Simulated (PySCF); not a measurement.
## Molecular orbitals of TeP

TPSS at R = 2.257 Å; basis Te def2-SVP with ECP28, P def2-SVP; scalar-relativistic core potentials; PySCF 2.14. State: ²Π (doublet), unpaired electrons π ↑. Only the outer orbitals are listed, counted within each symmetry, core potentials removing the inner ones.

```
spin  orbital  occ.  ε (eV)  on Te (%)           main shells (%)
   α       7σ     1  -17.24         61           57 Te s, 34 P s
   α       8σ     1  -13.15         44           55 P s, 37 Te s
   α       9σ     1   -7.74         47    44 Te p, 44 P p, 8 P s
   α       4π     1   -7.25         59           58 Te p, 41 P p
   α       4π     1   -7.24         53           52 Te p, 46 P p
   α       5π     1   -4.60         48           52 P p, 47 Te p
   α       5π     0   -4.45         43           57 P p, 42 Te p
   α      10σ     0   -0.67         57           50 Te p, 43 P p
   α      11σ     0    4.43         67  50 Te s, 21 P s, 13 Te d
   β       7σ     1  -17.00         66           62 Te s, 29 P s
   β       8σ     1  -12.60         42   57 P s, 33 Te s, 9 Te p
   β       9σ     1   -7.51         46   44 P p, 43 Te p, 10 P s
   β       4π     1   -7.11         64           63 Te p, 35 P p
   β       4π     1   -6.52         69           68 Te p, 31 P p
   β       5π     0   -4.19         38           62 P p, 36 Te p
   β       5π     0   -3.45         33           66 P p, 32 Te p
   β      10σ     0   -0.45         57           49 Te p, 43 P p
```

Question: Which are the highest filled and the lowest empty level, where do they sit, and how wide is the gap?

Answer: Highest filled α 5π at -4.60 eV (in %: 52 P p, 47 Te p); lowest empty α 5π at -4.45 eV (in %: 57 P p, 42 Te p); the gap at TPSS is 0.15 eV. Both belong to one degenerate shell, split only by its one-sided filling, so this is no excitation gap.

```json
{
  "bond order (Mayer)": "2.36",
  "⟨S²⟩": "0.755",
  "charge on Te (Mulliken, basis-dependent)": "0.01",
  "charge on Te (Löwdin, basis-dependent)": "0.01",
  "dipole moment (positive dipole means Te(−)P(+))": "-0.68 D"
}
```

Spin–orbit coupling is left out. The state was picked by a PBE0 search and need not be the measured ground state.
